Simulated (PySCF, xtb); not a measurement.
Cl₂Cu, SMILES [Cu+]([Cl])[Cl] (connectivity only; charge and spin as stated), charge +1, multiplicity 3.

Harmonic wavenumbers (cm⁻¹) from GFN2-xTB run with xtb 6.7.1 at its own minimum, in rising order: 80, 80, 200, 359.

**Question.** What does PBE-D3(BJ)/def2-TZVP (PySCF) give at its own minimum? (The exact figures need the calculation; the answer reports its results.)

**Answer.** 81, 81, 324, 471. Paired by order, the mean absolute difference is 59 cm⁻¹ and the zero-point energies are 1.0 and 1.4 kcal/mol.
